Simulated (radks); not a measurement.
The numbers below are computed, except where a source is named.
Question: Cu4+, 25 electrons, occupied as [Ar] 3d7. Level of theory: scalar-relativistic Kohn-Sham, Slater X-alpha with alpha = 0.68, spin-polarised, spherical densities, finite nucleus; open shells are filled with parallel spins first; Fermi nuclear charge, rms radius 3.8823 fm (a radial shooting solver on a logarithmic mesh with Libxc functionals). Some entries of the table are withheld. Estimate them.

| orbital | occ. | eigenvalue (hartree) | <r> (bohr) | <1/r> (bohr^-1) |
|---|---|---|---|---|
| 1s up | 1 | -327.2919 | 0.05221 | 29.11 |
| 1s down | 1 | -327.2910 | 0.05221 | 29.11 |
| 2s up | 1 | -41.63105 | 0.2357 | 6.313 |
| 2s down | 1 | -41.54185 | 0.2355 | 6.321 |
| 2p up | 3 | (1) | 0.2067 | 6.202 |
| 2p down | 3 | (2) | 0.2064 | 6.210 |
| 3s up | 1 | -6.75007 | (3) | 2.035 |
| 3s down | 1 | -6.58786 | (4) | 2.026 |
| 3p up | 3 | -5.17976 | (5) | 1.899 |
| 3p down | 3 | -5.02070 | (6) | 1.888 |
| 3d up | 5 | -2.63191 | 0.7996 | 1.604 |
| 3d down | 2 | -2.47690 | 0.8146 | 1.583 |

Answer: 
(1) 2p up eigenvalue (hartree): -36.32714
(2) 2p down eigenvalue (hartree): -36.25873
(3) 3s up <r> (bohr): 0.6994
(4) 3s down <r> (bohr): 0.7018
(5) 3p up <r> (bohr): 0.7251
(6) 3p down <r> (bohr): 0.7289
